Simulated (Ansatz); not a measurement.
Start from `[OH][Ge][SH]` and change one atom or group to get `[SH][GeH]`.

Ansatz, PBE0-D4/def2-TZVP geometries, multiplicity 1. Each molecule was computed in one conformer, which needn't be the lowest.

Outer-core shells of Ge are correlated without core-valence functions. Scalar relativity is left out up to krypton. Spin–orbit coupling is left out.

```csv
property,`[OH][Ge][SH]`
HOMO energy (ωB97M-V/def2-TZVPP) / eV,-9.40
vertical ionisation energy (CCSD(T)/def2-TZVPP) / eV,9.56
HOMO energy (B3LYP/def2-TZVPP) / eV,-7.17
size of the dipole moment (PBE/def2-TZVPP) / D,0.79
zero-point energy (PBE0-D4/def2-TZVP) / kJ/mol,60.3
HOMO energy (PBE/def2-TZVPP) / eV,-6.30
```

Give the same properties after the change, and the shifts. (An estimate is asked.)

Ansatz gave: 
```
                                            property  `[SH][GeH]`  shift
               HOMO energy (ωB97M-V/def2-TZVPP) / eV        -9.24   0.16
vertical ionisation energy (CCSD(T)/def2-TZVPP) / eV         9.38  -0.18
                 HOMO energy (B3LYP/def2-TZVPP) / eV        -6.94   0.23
      size of the dipole moment (PBE/def2-TZVPP) / D         0.81   0.02
      zero-point energy (PBE0-D4/def2-TZVP) / kJ/mol         41.4  -18.9
                   HOMO energy (PBE/def2-TZVPP) / eV        -6.05   0.25
```

With PBE0 the HOMO rises by 0.23 eV and the LUMO falls by 0.59 eV, so the gap narrows by about 0.82 eV. PBE moves the HOMO by 0.25 eV and ωB97M-V by 0.16 eV. The zero-point energy changes by -18.9 kJ/mol with -3 modes. Dipoles are sizes alone; their direction can turn.

B3LYP here is the variant with VWN-RPA as its local correlation; programs differ in this.
